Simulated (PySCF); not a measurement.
This PySCF input asks for the NMR shieldings of C₆H₅F₃O₃; the geometry comes from GFN2-xTB.

```python
import basis_set_exchange as bse
import numpy as np
from pyscf import gto, dft
from pyscf.prop import nmr

atoms = """
C     3.022460    0.267890    0.025368
C     1.588046    0.596176   -0.101215
O     1.126542    1.604087   -0.778903
O     0.658698   -0.098085    0.466554
C    -0.549429    0.468722    0.159126
C    -0.345163    1.583586   -0.660764
O    -1.022853    2.418187   -1.187120
C    -1.817058   -0.154742    0.620435
C    -2.033895   -1.517543   -0.031588
F    -3.188460   -2.076714    0.356273
F    -2.060602   -1.453501   -1.366977
F    -1.063509   -2.389253    0.288197
H     3.545560    1.069893    0.546270
H     3.470975    0.167340   -0.962116
H     3.129661   -0.660365    0.578849
H    -2.642506    0.498644    0.334752
H    -1.825463   -0.312293    1.702950
"""
names = dict.fromkeys(["C", "O", "F", "H"], "pcSseg-1")
basis = {el: gto.basis.parse(bse.get_basis(n, elements=[el], fmt="nwchem")) for el, n in names.items()}
mol = gto.M(atom=atoms, basis=basis, charge=0, verbose=0)
mf = dft.RKS(mol, xc="PBE0")
mf.grids.level = 2
mf.grids.alignment = dft.numint.BLKSIZE   # the property module wants whole blocks of grid points
mf.conv_tol = 1e-9
mf.kernel()

calc = nmr.RKS(mf)   # GIAO
C = mf.mo_coeff
Co = C[:, mf.mo_occ > 0]
resp = mf.gen_response(singlet=True, hermi=2)
def vind(x):   # induced exchange potential for any number of trial vectors
    d = np.einsum("pi,xij,qj->xpq", C, 2 * x.reshape(-1, C.shape[1], Co.shape[1]), Co, optimize=True)
    return np.einsum("xpq,pi,qj->xij", resp(d - d.transpose(0, 2, 1)), C, Co, optimize=True).ravel()
mo1, _ = nmr.rhf.solve_mo1(calc, with_cphf=vind)
sigma = calc.kernel(mo1)
for i, s in enumerate(sigma):   # ppm
    w = np.linalg.eigvalsh((s + s.T) / 2)
    print("%2d %-2s iso %8.1f  s11 %8.1f  s22 %8.1f  s33 %8.1f" % (i, mol.atom_pure_symbol(i), w.mean(), *w))
```

Q: Give the expected output.

A: 
```
 0 C  iso    169.8  s11    153.5  s22    162.1  s33    193.7
 1 C  iso     20.0  s11    -16.0  s22    -11.0  s33     87.0
 2 O  iso    -50.6  s11   -222.4  s22   -111.1  s33    181.8
 3 O  iso     -2.0  s11   -179.5  s22    -50.7  s33    224.1
 4 C  iso     80.0  s11     39.9  s22     89.4  s33    110.7
 5 C  iso     26.3  s11    -64.7  s22     26.0  s33    117.5
 6 O  iso     62.5  s11    -72.2  s22     -7.6  s33    267.3
 7 C  iso    152.5  s11    134.6  s22    147.7  s33    175.2
 8 C  iso     52.6  s11     49.7  s22     51.6  s33     56.6
 9 F  iso    253.4  s11    166.1  s22    251.7  s33    342.3
10 F  iso    257.5  s11    174.2  s22    258.5  s33    339.8
11 F  iso    253.1  s11    170.2  s22    252.2  s33    337.1
12 H  iso     29.0  s11     24.9  s22     26.4  s33     35.7
13 H  iso     29.0  s11     24.9  s22     26.7  s33     35.3
14 H  iso     29.2  s11     24.5  s22     28.7  s33     34.3
15 H  iso     28.3  s11     23.9  s22     27.9  s33     33.1
16 H  iso     28.4  s11     24.0  s22     27.6  s33     33.6
```

These numbers come from an equivalent density-fitted implementation of the same equations, which agrees with the script to about 0.01 ppm for H and up to a few tenths of a ppm for heavy atoms, so last digits may differ.

Size and cost of the density-fitted run: 229 basis functions, 50 s wall time on 1 thread of an Arm Neoverse V2, shared host.
